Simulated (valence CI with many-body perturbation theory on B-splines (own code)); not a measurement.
The numbers below are computed, except where a source is named.
Eu XXXI: magnetic and hyperfine properties of the levels

Method: configuration interaction combined with many-body perturbation theory (CI+MBPT): five valence electrons over a frozen Dirac-Fock core [Ar] 3d10, a basis of 11 s, 11 p, 10 d, 8 f, 5 g, 2 h functions for each j, with the one-electron correlation potential Σ1, the two-electron term Σ2, the three-electron term Σ3, Breit, model QED; selected CI, second order for the rest, scaled by the run's own slope (own B-spline code, finite nucleus).

No measured spectrum was set against this ion. As an estimate, large intervals hold to a few tenths of a per cent, small ones and those within an open d or f shell to about a per cent. Among the levels kept, up to 2000 cm⁻¹ of a level comes from second order outside the variational space, and about a tenth of that is noise between levels of different J, which matters for small intervals.

A/g_I is the dipole constant over the nuclear g factor μ/I (μ in nuclear magnetons, uniformly magnetised nucleus), B/Q the quadrupole constant per barn. Both hold the static response of the core; the bare values leave it out. Large factors of s and p1/2 electrons are usually good to 5 to 10 %; those of open d and f shells near neutrality can be off by tens of per cent, and small factors of p3/2, d and f electrons come from cancelling terms and can be off by a factor of two or in sign, in half-filled shells by more. B is blank for J = 1/2, where it vanishes, and for nearly pure S terms. Energies count from the lowest level.

Levels are named by their leading jj configuration (3d3/2^4 stands for four electrons in 3d with j = 3/2), which in mixed levels can hold well under half, so a name can repeat and another be missing. Letters in brackets count levels of one name in rising energy.

```csv
Level,E (cm⁻¹),g,A/g_I (MHz),A/g_I bare,B/Q (MHz/b),B/Q bare
(4s^2 4p1/2^2 4p3/2) J=3/2,0,1.406,26900,25600,48800,46800
(4s^2 4p1/2 4p3/2^2) J=3/2,282030,1.436,-5570,-5600,11500,11000
(4s^2 4p1/2 4p3/2^2) J=5/2,316190,1.197,64500,61900,-156,-140
(4s^2 4p1/2 4p3/2^2) J=1/2,359310,0.662,207000,199000,,
(4s^2 4p3/2^3) J=3/2,646640,1.286,30000,28700,-60100,-57700
(4s 4p1/2^2 4p3/2^2) J=5/2,843040,1.505,145000,139000,17700,17000
(4s^2 4p1/2^2 4d3/2) J=3/2,902680,0.999,-25000,-23900,-14500,-13800
(4s 4p1/2^2 4p3/2^2) J=1/2,944790,2.221,597000,574000,,
(4s 4p1/2^2 4p3/2^2) J=3/2,984070,0.990,-28900,-27600,-1090,-1020
(4s^2 4p1/2^2 4d5/2) J=5/2,1043000,1.192,10700,10700,14800,14400
(4s 4p1/2 4p3/2^3) J=3/2 [a],1147800,1.440,98800,95100,-42100,-40400
(4s 4p1/2 4p3/2^3) J=5/2,1186300,1.232,140000,134000,-53000,-50900
(4s^2 4p1/2 4p3/2 4d3/2) J=3/2 [a],1199000,1.009,53500,51700,-25000,-24000
(4s^2 4p1/2 4p3/2 4d3/2) J=1/2 [a],1200400,0.553,12100,12200,,
(4s^2 4p1/2 4p3/2 4d3/2) J=5/2,1219600,0.985,71100,68500,-28000,-26800
(4s^2 4p1/2 4p3/2 4d3/2) J=7/2,1242200,1.079,45900,44400,39500,38100
(4s 4p1/2 4p3/2^3) J=1/2,1273600,1.016,-16400,-16000,,
(4s^2 4p1/2 4p3/2 4d5/2) J=7/2 [a],1276900,1.312,-6620,-6210,60200,57900
(4s 4p1/2 4p3/2^3) J=3/2 [b],1299100,1.129,-19400,-18400,-10900,-10400
(4s^2 4p1/2 4p3/2 4d5/2) J=9/2,1313100,1.210,34700,33500,43700,42000
(4s^2 4p1/2 4p3/2 4d5/2) J=5/2 [a],1323500,1.259,13700,13400,11900,11500
(4s^2 4p1/2 4p3/2 4d3/2) J=3/2 [b],1331900,1.129,3540,3440,-1280,-1240
(4s^2 4p1/2 4p3/2 4d3/2) J=1/2 [b],1361600,2.002,47900,46000,,
(4s^2 4p1/2 4p3/2 4d5/2) J=5/2 [b],1365500,1.209,49700,48000,-21400,-20600
(4s^2 4p1/2 4p3/2 4d5/2) J=3/2 [a],1379400,1.466,37200,36100,-15500,-15000
(4s^2 4p1/2 4p3/2 4d5/2) J=7/2 [b],1388500,1.079,39400,38000,21100,20400
(4s^2 4p1/2 4p3/2 4d5/2) J=5/2 [c],1419000,1.169,868,970,23800,23000
(4s^2 4p1/2 4p3/2 4d5/2) J=3/2 [b],1423500,0.854,54600,52900,15500,14900
(4s^2 4p1/2 4p3/2 4d5/2) J=1/2,1451500,1.019,-36000,-34100,,
(4s 4p3/2^4) J=1/2,1546200,1.587,353000,340000,,
(4s^2 4p3/2^2 4d5/2) J=7/2,1603600,1.263,15700,15200,10800,10400
(4s^2 4p3/2^2 4d3/2) J=1/2,1610900,1.149,15800,14400,,
(4s^2 4p3/2^2 4d5/2) J=9/2,1615700,1.229,16900,16400,35700,34400
(4s^2 4p3/2^2 4d3/2) J=3/2 [a],1616800,1.158,20900,20000,-23200,-22400
(4s^2 4p3/2^2 4d3/2) J=5/2,1622400,1.210,30500,29500,-9500,-9150
(4s^2 4p3/2^2 4d3/2) J=7/2,1650900,1.095,23900,23100,2650,2740
(4s^2 4p3/2^2 4d3/2) J=3/2 [b],1688000,0.969,14900,14700,16200,15700
(4s^2 4p3/2^2 4d5/2) J=5/2 [a],1700200,1.204,7810,7820,70400,67700
(4s^2 4p3/2^2 4d5/2) J=1/2,1746000,1.770,237000,228000,,
(4s^2 4p3/2^2 4d5/2) J=3/2,1761000,1.094,11800,11700,3970,3840
```

Task: Take the isotope of mass number 153, with I = 5/2, μ = 1.5294 μN, leaving out the quadrupole term. What is the hyperfine structure of (4s 4p1/2^2 4p3/2^2) J=1/2?

Result: From the table A = 365000 MHz. Shifts from the centre of gravity in MHz: F = 2: -639000, F = 3: 456000.
